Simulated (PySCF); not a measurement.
A structure optimised at B3LYP-D3(BJ)/def2-TZVP, used in a PySCF frequency run:

```
Mg
Cl 1 2.1766
Br 1 2.3258 2 180.00
```
Charge 0, spin multiplicity 1.

**Question.** Write its SMILES, formula and point group.

**Answer.** [Cl][Mg][Br], BrClMg, C∞v

**Question.** What are its rotational constants (standard atomic weights)?

**Answer.** 0.98019 GHz (linear rotor, B only)
